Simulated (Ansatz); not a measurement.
`NCB(O)[SeH]` and `NCB(O)Cl` differ in one atom or group.

Ansatz, PBE0-D4/def2-TZVP geometries, multiplicity 1. Each molecule was computed in one conformer, which needn't be the lowest.

Scalar relativity is left out up to krypton.

```
                                          property  `NCB(O)[SeH]`
           HOMO–LUMO gap (ωB97M-V/def2-TZVPP) / eV          10.53
               HOMO–LUMO gap (PBE/def2-TZVPP) / eV           4.21
             HOMO–LUMO gap (B3LYP/def2-TZVPP) / eV           6.01
    zero-point energy (PBE0-D4/def2-TZVP) / kJ/mol          217.5
size of the dipole moment (ωB97M-V/def2-TZVPP) / D           2.41
                 LUMO energy (PBE/def2-TZVPP) / eV          -1.02
```

What does the change do to each property? (An estimate is asked.)

The calculation gave: 
```json
{"property": "HOMO–LUMO gap (ωB97M-V/def2-TZVPP) / eV", "`NCB(O)Cl`": "11.19", "shift": "0.66"}
{"property": "HOMO–LUMO gap (PBE/def2-TZVPP) / eV", "`NCB(O)Cl`": "4.45", "shift": "0.24"}
{"property": "HOMO–LUMO gap (B3LYP/def2-TZVPP) / eV", "`NCB(O)Cl`": "6.52", "shift": "0.51"}
{"property": "zero-point energy (PBE0-D4/def2-TZVP) / kJ/mol", "`NCB(O)Cl`": "197.9", "shift": "-19.6"}
{"property": "size of the dipole moment (ωB97M-V/def2-TZVPP) / D", "`NCB(O)Cl`": "2.90", "shift": "0.49"}
{"property": "LUMO energy (PBE/def2-TZVPP) / eV", "`NCB(O)Cl`": "-0.98", "shift": "0.04"}
```

With PBE0 the HOMO falls by 0.32 eV and the LUMO rises by 0.15 eV, so the gap widens by about 0.47 eV. PBE moves the HOMO by -0.19 eV and ωB97M-V by -0.41 eV. The zero-point energy changes by -19.6 kJ/mol with -3 modes. Dipoles are sizes alone; their direction can turn.

B3LYP here is the variant with VWN-RPA as its local correlation; programs differ in this.

Spin–orbit coupling is left out; it splits and shifts lone-pair levels of the heavy atoms by tenths of an eV.
